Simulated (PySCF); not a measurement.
isocyanic acid cation (CHNO), SMILES O=C=N (connectivity only; charge and spin as stated), charge +1, multiplicity 2.

The structure is a stationary point at B3LYP-D3(BJ)/def2-TZVP. The spin state was assumed, not searched.

The numbers are results of B3LYP-D3(BJ)/def2-TZVP run with PySCF, not measurements.

Harmonic, unscaled wavenumbers; measured fundamentals usually lie a few per cent lower.

```
mode  ν (cm⁻¹)  IR (km/mol)  moving atoms (share of kinetic energy)
----  --------  -----------  --------------------------------------
1          488          5.5                  C 68 %, O 16 %, H 10 %
2          525         47.0                  C 52 %, H 28 %, O 15 %
3          766        179.0                  H 52 %, N 25 %, C 22 %
4         1217         12.5                  N 52 %, O 31 %, H 12 %
5         2049         15.4                          C 65 %, O 31 %
6         3372        357.6                                  H 93 %
```
